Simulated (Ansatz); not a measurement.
`CN(C)[SiH]([SiH3])Cl` → `[CH2]` (triplet) + `CN[SiH]([SiH3])Cl` at 500 K and 1 bar (formal loss of a carbene).

Program: Ansatz. Geometries: PBE0-D4/def2-TZVP. ΔE: electronic, gas phase. CBS: MP2 limit from def2 TZ/QZ plus the TZ coupled-cluster correction, frozen cores. This one scheme is used for every species. Triplets are unrestricted, without spin–orbit coupling. One conformer a species, not always the lowest.

```
               species  CCSD(T)/CBS energy (Eh)  H − E (kJ/mol)  S (J/(mol·K))
`CN(C)[SiH]([SiH3])Cl`              -1174.82266           377.6          514.1
     `[CH2]` (triplet)                -39.09499            62.7          213.9
   `CN[SiH]([SiH3])Cl`              -1135.57158           295.3          473.7
```

H − E and S are ideal-gas, rigid-rotor, harmonic terms from PBE0-D4/def2-TZVP, for one conformer and one mirror image of each species, with the whole ground term of open shells counted as degenerate. 1 Eh = 2625.50 kJ/mol, R = 8.31446 J/(mol·K).

Question: By hand: ΔE, ΔH, ΔS and ΔG.

Answer: ΔE = (-39.09499) + (-1135.57158) − (-1174.82266) = 0.15609 Eh = 409.8 kJ/mol. Δ(H − E) = 62.7 + 295.3 − 377.6 = -19.6, so ΔH = 390.2 kJ/mol. ΔS = 213.9 + 473.7 − 514.1 = 173.5 J/(mol·K). ΔG = 390.2 − 500 × (173.5)/1000 = 303.4 kJ/mol.

Question: By hand: the equilibrium constant, and the temperature at which ΔG would vanish if ΔH and ΔS stayed fixed.

Answer: log₁₀ K = −ΔG/(RT ln 10) = -31.7. ΔG = 0 at ΔH/ΔS = 2249 K.

The number of gas molecules changes by +1, which sets the sign of ΔS. A doubt of 5 kJ/mol in ΔE shifts log₁₀ K by 0.5 here. Other conformers and mirror images would add mixing entropy, several J/(mol·K) or more a flexible species. Modes under 60 cm⁻¹, often nearly free rotors, make the harmonic entropy too high. A triplet takes part, so the spin changes. These are equilibria of isolated gas molecules and say nothing of rates. Largest T1 diagnostic: 0.011 (customary marks: 0.02 for closed shells, 0.045 for open ones).
